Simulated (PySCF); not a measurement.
C2H6OZn, charge -1, doublet, at a GFN2-xTB geometry (such geometries of metal compounds can be far from the true shape) (a state made from the parent by changing its charge; the spin is typed, not shown lowest) (in this run its highest filled SCF level lies above zero, so its values depend strongly on the basis, on diffuse functions most of all); DF-CAMB3LYP/6-31G** (PySCF).

Input for PySCF:
```python
from pyscf import gto, scf, dft

mol = gto.M(
    atom='''
Zn    0.58546058    0.55080796    0.08695897
C    -0.38837776   -1.30315216   -1.03237670
C    -1.80118420   -1.04894133   -1.53447059
H    -0.41886505   -2.10825297   -0.28824323
H     0.22038041   -1.67851984   -1.87166753
H    -1.80997002   -0.27063761   -2.30335162
H    -2.44386489   -0.71548549   -0.71811260
H    -2.28021872   -1.94305266   -1.97928690
O     0.22724664    0.41242839    2.13860545
H     0.48811948    1.00484365    2.84413311
''',
    basis='6-31g**',
    charge=-1,
    spin=1,
    verbose=4,
)

mf = dft.UKS(mol)
mf.xc = 'camb3lyp'
mf = mf.density_fit(auxbasis='def2-universal-jkfit')
mf.kernel()
```

**Question.** Predict the main parts of the log of this PySCF run.

**Answer.** 
```
PySCF version 2.14.0

[INPUT] verbose = 4
[INPUT] num. atoms = 10
[INPUT] num. electrons = 57
[INPUT] charge = -1
[INPUT] spin (= nelec alpha-beta = 2S) = 1
[INPUT] symmetry False subgroup None
[INPUT] Mole.unit = angstrom
[INPUT] Symbol           X                Y                Z      unit          X                Y                Z       unit  Magmom
[INPUT]  1 Zn     0.585460580000   0.550807960000   0.086958970000 AA    1.106360152929   1.040876191630   0.164328637374 Bohr   0.0
[INPUT]  2 C     -0.388377760000  -1.303152160000  -1.032376700000 AA   -0.733927599272  -2.462600681035  -1.950909220382 Bohr   0.0
[INPUT]  3 C     -1.801184200000  -1.048941330000  -1.534470590000 AA   -3.403744837894  -1.982211834437  -2.899729161300 Bohr   0.0
[INPUT]  4 H     -0.418865050000  -2.108252970000  -0.288243230000 AA   -0.791540227652  -3.984020714601  -0.544700761960 Bohr   0.0
[INPUT]  5 H      0.220380410000  -1.678519840000  -1.871667530000 AA    0.416458618119  -3.171942792249  -3.536939027941 Bohr   0.0
[INPUT]  6 H     -1.809970020000  -0.270637610000  -2.303351620000 AA   -3.420347631474  -0.511430961907  -4.352703730373 Bohr   0.0
[INPUT]  7 H     -2.443864890000  -0.715485490000  -0.718112600000 AA   -4.618235327540  -1.352071622200  -1.357036140599 Bohr   0.0
[INPUT]  8 H     -2.280218720000  -1.943052660000  -1.979286900000 AA   -4.308988884906  -3.671837373008  -3.740310162939 Bohr   0.0
[INPUT]  9 O      0.227246640000   0.412428390000   2.138605450000 AA    0.429433912328   0.779376703095   4.041378589002 Bohr   0.0
[INPUT] 10 H      0.488119480000   1.004843650000   2.844133110000 AA    0.922412133265   1.898879296508   5.374632639707 Bohr   0.0

nuclear repulsion = 219.661717488543
number of shells = 48
number of NR pGTOs = 220
number of NR cGTOs = 106
basis = 6-31g**
ecp = {}

******** <class 'pyscf.df.df_jk.DFUKS'> ********
method = DFUKS
initial guess = minao
damping factor = 0
level_shift factor = 0
DIIS = <class 'pyscf.scf.diis.CDIIS'>
diis_start_cycle = 1
diis_space = 8
diis_damp = 0
SCF conv_tol = 1e-09
SCF conv_tol_grad = None
SCF max_cycles = 50
direct_scf = False
number electrons alpha = 29  beta = 28
XC library pyscf.dft.libxc version 7.1.2
    S. Lehtola, C. Steigemann, M. J. T. Oliveira, and M. A. L. Marques,  SoftwareX 7, 1–5 (2018)
XC functionals = camb3lyp
    T. Yanai, D. P. Tew, and N. C. Handy,  Chem. Phys. Lett. 393, 51 (2004)
radial grids:
    Treutler-Ahlrichs [JCP 102, 346 (1995); DOI:10.1063/1.469408] (M4) radial grids

becke partition: Becke, JCP 88, 2547 (1988); DOI:10.1063/1.454033
pruning grids: <function nwchem_prune>
grids dens level: 3
symmetrized grids: False
atomic radii adjust function: <function treutler_atomic_radii_adjust>
small_rho_cutoff = 0
Set gradient conv threshold to 3.16228e-05
tot grids = 121808
******** <class 'pyscf.df.df.DF'> ********
auxbasis = def2-universal-jkfit
Create RSH-DF object <pyscf.df.df.DF object> for omega=0.33
******** <class 'pyscf.df.df.DF'> ********
auxbasis = auxmol.basis = def2-universal-jkfit
init E= -1933.52311676925

cycle= 1 E= -1933.87617117848  delta_E= -0.353  |g|= 0.695  |ddm|= 1.79
cycle= 2 E= -1932.64534506188  delta_E= 1.23  |g|=  1.7  |ddm|= 1.94
cycle= 3 E= -1934.08399186665  delta_E= -1.44  |g|= 0.175  |ddm|= 1.54
cycle= 4 E= -1934.09879326765  delta_E= -0.0148  |g|= 0.106  |ddm|= 0.279
cycle= 5 E= -1934.10509326408  delta_E= -0.0063  |g|= 0.0153  |ddm|= 0.113
cycle= 6 E= -1934.10548762911  delta_E= -0.000394  |g|= 0.00897  |ddm|= 0.0419
cycle= 7 E= -1934.10562816029  delta_E= -0.000141  |g|= 0.00478  |ddm|= 0.0265
cycle= 8 E= -1934.10567900753  delta_E= -5.08e-05  |g|= 0.00216  |ddm|= 0.017
cycle= 9 E= -1934.10569790668  delta_E= -1.89e-05  |g|= 0.00129  |ddm|= 0.0121
cycle= 10 E= -1934.10570225512  delta_E= -4.35e-06  |g|= 0.000562  |ddm|= 0.00557
cycle= 11 E= -1934.10570306094  delta_E= -8.06e-07  |g|= 0.000185  |ddm|= 0.00255
cycle= 12 E= -1934.10570316091  delta_E= -1e-07  |g|= 6.61e-05  |ddm|= 0.000999
cycle= 13 E= -1934.10570316561  delta_E= -4.7e-09  |g|= 3.26e-05  |ddm|= 0.000167
cycle= 14 E= -1934.10570316686  delta_E= -1.26e-09  |g|= 1.68e-05  |ddm|= 7.45e-05
cycle= 15 E= -1934.10570316734  delta_E= -4.72e-10  |g|= 8.29e-06  |ddm|= 6.4e-05
Extra cycle  E= -1934.10570316737  delta_E= -3.05e-11  |g|= 8.93e-06  |ddm|= 1.83e-05
converged SCF energy = -1934.10570316737  <S^2> = 0.75840289  2S+1 = 2.0083853
```
